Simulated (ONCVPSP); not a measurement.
**Zr (Z = 40), ONCV: configuration errors across variants**

* Element: Zr
* Generator: ONCVPSP 4.0.1
* Type: optimised norm-conserving Vanderbilt (ONCV)
* Functional: BLYP
* Relativity: scalar-relativistic
* Frozen core: [Ar] 3d10
* Valence charge: 12
* Reference configuration: 4s2 4p6 4d2.5 5s1.5
* Partial waves: 4s+5s: rc 1.55 bohr, ncon 4, nbas 9, qcut 8 1/bohr, 2 projectors; 4p: rc 1.65 bohr, ncon 3, nbas 6, qcut 10.4 1/bohr, 2 projectors, debl 2 Ha; 4d: rc 3.05 bohr, ncon 4, nbas 9, qcut 4.5 1/bohr, 3 projectors, debl 1 Ha
* Local potential: polynomial inside 1.30 bohr (lpopt 5, dvloc0 0 Ha)
* Core correction: none

All-electron excitation energies from the reference (eV): (1) 4s2 4p6 4d2 5s2 -0.534; (2) 4s2 4p6 4d2 5s1 6.526; (3) 4s2 4p6 4d2 5s0 19.572; (4) 4s1 4p6 4d2 5s2 59.796.

1 further variants failed, have other tests or too few solved ones, and are left out.

Errors AE − PS in meV (a dash: test not solved or not reliable):

```csv
change,(1),(2),(3),(4),bound ghosts,GHOST(+) flags above zero
base,+9.1,+4.0,-4.6,-61,none,s
"local potential polynomial inside 1.50 bohr (lpopt 5, dvloc0 0 Ha)",+9.1,+4.0,-4.6,-61,none,s
s: nproj 3,+9.1,+4.0,-4.6,-61,none,s
```

**Question.** Give the same row for: p: rc 1.46.

**Answer.** +9.1, +4.0, -4.6, -64; bound ghosts: none; GHOST(+) flags above zero: s.
